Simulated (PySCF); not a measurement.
rubidium atom (Rb), doublet (core potentials on Rb); M06L/def2-SVP (PySCF).

Input for PySCF:
```python
from pyscf import gto, scf, dft

mol = gto.Mole()
mol.atom = '''
    Rb    0.00000000    0.00000000    0.00000000
'''
mol.basis = 'def2-svp'
mol.ecp = {'Rb': 'def2-svp'}
mol.spin = 1
mol.verbose = 4
mol.build()

mf = dft.UKS(mol)
mf.xc = 'm06l'
mf.kernel()
```

What the program printed (banner, timings and long lists left out):

```
PySCF version 2.14.0

[INPUT] verbose = 4
[INPUT] num. atoms = 1
[INPUT] num. electrons = 9
[INPUT] charge = 0
[INPUT] spin (= nelec alpha-beta = 2S) = 1
[INPUT] symmetry False subgroup None
[INPUT] Mole.unit = angstrom
[INPUT] Symbol           X                Y                Z      unit          X                Y                Z       unit  Magmom
[INPUT]  1 Rb     0.000000000000   0.000000000000   0.000000000000 AA    0.000000000000   0.000000000000   0.000000000000 Bohr   0.0

nuclear repulsion = 0
number of shells = 10
number of NR pGTOs = 35
number of NR cGTOs = 24
basis = def2-svp
ecp = {'Rb': 'def2-svp'}

******** <class 'pyscf.dft.uks.UKS'> ********
method = UKS
initial guess = minao
damping factor = 0
level_shift factor = 0
DIIS = <class 'pyscf.scf.diis.CDIIS'>
diis_start_cycle = 1
diis_space = 8
diis_damp = 0
SCF conv_tol = 1e-09
SCF conv_tol_grad = None
SCF max_cycles = 50
direct_scf = True
direct_scf_tol = 1e-13
number electrons alpha = 5  beta = 4
XC library pyscf.dft.libxc version 7.1.2
    S. Lehtola, C. Steigemann, M. J. T. Oliveira, and M. A. L. Marques,  SoftwareX 7, 1–5 (2018)
XC functionals = m06l
    Y. Zhao and D. G. Truhlar,  J. Chem. Phys. 125, 194101 (2006)
    Y. Zhao and D. G. Truhlar,  J. Chem. Phys. 125, 194101 (2006)
    Y. Zhao and D. G. Truhlar,  Theor. Chem. Acc. 120, 215 (2008)
radial grids:
    Treutler-Ahlrichs [JCP 102, 346 (1995); DOI:10.1063/1.469408] (M4) radial grids

becke partition: Becke, JCP 88, 2547 (1988); DOI:10.1063/1.454033
pruning grids: <function nwchem_prune>
grids dens level: 3
symmetrized grids: False
atomic radii adjust function: <function treutler_atomic_radii_adjust>
small_rho_cutoff = 0
Set gradient conv threshold to 3.16228e-05
tot grids = 21912
init E= -21.2889159121672

cycle= 1 E= -24.0459606402404  delta_E= -2.76  |g|= 0.17  |ddm|=  1.6
cycle= 2 E= -24.0645296322414  delta_E= -0.0186  |g|= 0.0857  |ddm|= 1.06
cycle= 3 E= -24.069880508748  delta_E= -0.00535  |g|= 0.000969  |ddm|= 0.272
cycle= 4 E= -24.069882982071  delta_E= -2.47e-06  |g|= 0.000607  |ddm|= 0.0212
cycle= 5 E= -24.0698830044596  delta_E= -2.24e-08  |g|= 0.000767  |ddm|= 0.00083
cycle= 6 E= -24.0698831307428  delta_E= -1.26e-07  |g|= 0.000175  |ddm|= 0.00067
cycle= 7 E= -24.0698831391107  delta_E= -8.37e-09  |g|= 3.88e-05  |ddm|= 0.000103
cycle= 8 E= -24.0698831395402  delta_E= -4.29e-10  |g|= 1.58e-06  |ddm|= 2.49e-05
Extra cycle  E= -24.0698831395373  delta_E= 2.9e-12  |g|= 3.56e-06  |ddm|= 2.2e-06
converged SCF energy = -24.0698831395373  <S^2> = 0.75098194  2S+1 = 2.0009817
```
